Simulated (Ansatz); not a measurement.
C$_{2}$H$_{7}$AsSeSi (`CC(=[Se])[AsH][SiH3]`) at its PBE0-D4/def2-TZVP geometry, where that method's forces vanish. The species carries charge 0 and has multiplicity 1.

```xyz
12

C     1.0876   -1.0760   -1.5415
C     0.8837    0.0259   -0.5632
Se    1.2233    1.7215   -0.9277
As    0.3561   -0.4873    1.2328
Si   -1.3237    1.1496    1.5117
H     1.7095   -1.8672   -1.1085
H     0.1216   -1.5385   -1.7759
H     1.5434   -0.7148   -2.4630
H    -0.5877   -1.6196    0.8385
H    -2.2860    0.5968    2.5047
H    -2.0155    1.4293    0.2299
H    -0.7123    2.3803    2.0622
```

(1) What forces (eV/Å) does PBE-D4/def2-TZVPP give on these atoms in the Gaussian-basis code of Ansatz? (Best estimate.)

## Answers

(1) Ansatz gave: 
```
C1   0.006  0.015  0.034
C2  -0.085 -0.288  0.016
Se3  0.122  0.603 -0.123
As4  0.189 -0.029  0.292
Si5  0.003 -0.002 -0.015
H6   0.118 -0.182  0.062
H7  -0.181 -0.116 -0.058
H8   0.095  0.063 -0.194
H9  -0.149 -0.181 -0.046
H10 -0.103 -0.054  0.108
H11 -0.074  0.041 -0.137
H12  0.059  0.132  0.060
```
